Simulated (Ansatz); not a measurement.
Two isomers of C2H8BFSi: A = `BC[SiH2]CF`, B = `B[SiH](C)CF`.

Gas-phase electronic energies from Ansatz, PBE0-D4/def2-TZVP geometries. CCSD(T)/CBS adds triple-zeta CCSD(T) − MP2 to the extrapolated MP2 energy (def2 sets, frozen cores). Functionals use def2-TZVPP. B3LYP here is the variant with VWN-RPA as its local correlation; programs differ in this. Each species was taken in one conformer, which may not be the lowest.

Problem. Which isomer does CCSD(T)/CBS put lower? Give the gap. (An estimate is asked.)

Solution. The calculation gave: A, by 10.6 kcal/mol.

Problem. Give E(B) − E(A) in kcal/mol with B3LYP, CCSD/def2-TZVPP, CCSD(T)/def2-TZVPP, r2SCAN-D4, BLYP-D4, ωB97M-V, HF/def2-TZVPP. (Best estimate.)

Solution. The calculation gave: B3LYP 10.5, CCSD/def2-TZVPP 10.3, CCSD(T)/def2-TZVPP 10.6, r2SCAN-D4 11.0, BLYP-D4 10.4, ωB97M-V 11.6, HF/def2-TZVPP 10.2. None reverses the order clearly.

Problem. Does the order hold for the free energy at 298.15 K (harmonic terms from PBE0-D4)? (Best estimate.)

Solution. The calculation gave: Yes: G(B) − G(A) = +10.7 kcal/mol, for one conformer each. Modes under 60 cm⁻¹, often nearly free rotors, make the harmonic entropy too high.

Largest T1 diagnostic: 0.011.

Leaving LDA and LC-ωPBE aside and taking each functional with its dispersion term where it has one, the values, not all of them listed here, spread over 1.6 kcal/mol, from revPBE-D4 to ωB97M-V. LDA lies +2.0 kcal/mol from PBE without D4.
